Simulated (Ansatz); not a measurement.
One change: `C[N](C)[Sn]([Cl])([N](C)C)[N](C)C` becomes `C[N](C)[Sn]([Cl])([Cl])[N](C)C`.

Ansatz, PBE0-D4/def2-TZVP geometries, multiplicity 1. Each molecule was computed in one conformer, which needn't be the lowest.

Elements past krypton have def2 core potentials.

```csv
property,`C[N](C)[Sn]([Cl])([N](C)C)[N](C)C`
HOMO energy (B3LYP/def2-TZVPP) / eV,-5.99
size of the dipole moment (ωB97M-V/def2-TZVPP) / D,2.36
HOMO–LUMO gap (PBE/def2-TZVPP) / eV,3.25
HOMO–LUMO gap (PBE0/def2-TZVPP) / eV,5.56
HOMO energy (PBE/def2-TZVPP) / eV,-4.90
LUMO energy (PBE/def2-TZVPP) / eV,-1.65
```

Problem. Give the same properties after the change, and the shifts. (An estimate is asked.)

Solution. The calculation gave: 
| property | `C[N](C)[Sn]([Cl])([Cl])[N](C)C` | shift |
| --- | --- | --- |
| HOMO energy (B3LYP/def2-TZVPP) / eV | -6.46 | -0.47 |
| size of the dipole moment (ωB97M-V/def2-TZVPP) / D | 2.56 | 0.20 |
| HOMO–LUMO gap (PBE/def2-TZVPP) / eV | 2.92 | -0.33 |
| HOMO–LUMO gap (PBE0/def2-TZVPP) / eV | 5.16 | -0.40 |
| HOMO energy (PBE/def2-TZVPP) / eV | -5.37 | -0.47 |
| LUMO energy (PBE/def2-TZVPP) / eV | -2.45 | -0.80 |

With PBE0 the HOMO falls by 0.47 eV and the LUMO falls by 0.87 eV, so the gap narrows by about 0.40 eV. PBE moves the HOMO by -0.47 eV and ωB97M-V by -0.45 eV. Dipoles are sizes alone; their direction can turn.

B3LYP here is the variant with VWN-RPA as its local correlation; programs differ in this.
